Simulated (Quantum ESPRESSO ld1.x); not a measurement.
Results of a calculation; reference values are marked as such.
Question: These are the eigenvalues of the occupied orbitals of an atom or ion with whole-number occupations (hartree). Code: ld1.x of Quantum ESPRESSO 7.5. Model: Dirac Kohn-Sham, OLYP, spin-unpolarised, spherical densities, point nucleus.

orbital  eigenvalue
1s1/2      -2712.45
2s1/2      -473.690
2p1/2      -453.554
2p3/2      -397.288
3s1/2      -111.553
3p1/2      -102.562
3p3/2      -90.2859
3d3/2      -75.2712
3d5/2      -72.6086
4s1/2      -24.8692
4p1/2      -21.0984
4p3/2      -18.2104
4d3/2      -12.0323
4d5/2      -11.4965
5s1/2      -5.02326
5p1/2      -3.84842
4f5/2      -3.66295
4f7/2      -3.55895
5p3/2      -3.38249
5d3/2      -1.78980

Which element is it, and in what charge state? The configuration may be excited. Open shells, if any, fill j = l - 1/2 first.

Answer: Z = 76, osmium, charge +4: Os4+ in [Xe] 4f14 5d4. The list shows which subshells hold electrons but not how many an open one holds; the 1s level, -2712.5 hartree, gives Z - s = 73.7 by -(Z - s)^2/2, which with screening and relativity narrows Z to a few neighbours, and the depths of the outer levels then fix element, charge and occupations together.
